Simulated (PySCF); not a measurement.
## Computed properties of Al(Cl)(I)(OH) (AlClHIO), SMILES [Cl][Al]([I])[OH]

Al(Cl)(I)(OH) (AlClHIO), SMILES [OH][Al]([Cl])[I]. The structure is a stationary point at B3LYP-D3(BJ)/def2-SVP. The def2 effective core potentials stand for the cores of I; spin–orbit coupling is left out. The values are those of a single conformer. All values are computed for the isolated molecule unless a solvent is named; none is compared with measurement here.

**Structure.** The optimised structure has Cs symmetry. All 9 harmonic modes at B3LYP-D3(BJ)/def2-SVP (PySCF) are real, so it is a minimum. With heavy atoms numbered as in [Al:1]([Cl:2])([I:3])[OH:4], the shortest bond between them is Al1–O4 at 1.690 Å and the longest Al1–I3 at 2.467 Å.

**Vibrations.** The strongest infrared lines (harmonic, unscaled, degenerate partners summed) lie at 586 cm⁻¹ (302 km/mol, Al 47 %, H 22 %, Cl 17 %, O 13 %), 342 cm⁻¹ (128 km/mol, H 89 %, O 10 %), 3923 cm⁻¹ (125 km/mol, H 94 %). The softest mode is at 116 cm⁻¹ and the zero-point energy is 10.1 kcal/mol.

**Electronic structure.** B3LYP/def2-TZVPD (PySCF) places the frontier levels at -7.83 and -1.74 eV, a gap of 6.09 eV, and gives a dipole moment of 1.80 D and a mean polarisability of 78.1 bohr³.

**Excitations.** TDDFT-ωB97X/def2-SVPD (PySCF) has S1 at 5.81 eV (213 nm, f = 0.030, weak); the most intense of the 10 singlets computed lies at 7.45 eV (f = 0.25). T1 (TDA) is at 5.46 eV. No vertical singlet excitation falls in the visible range (under 3.1 eV).
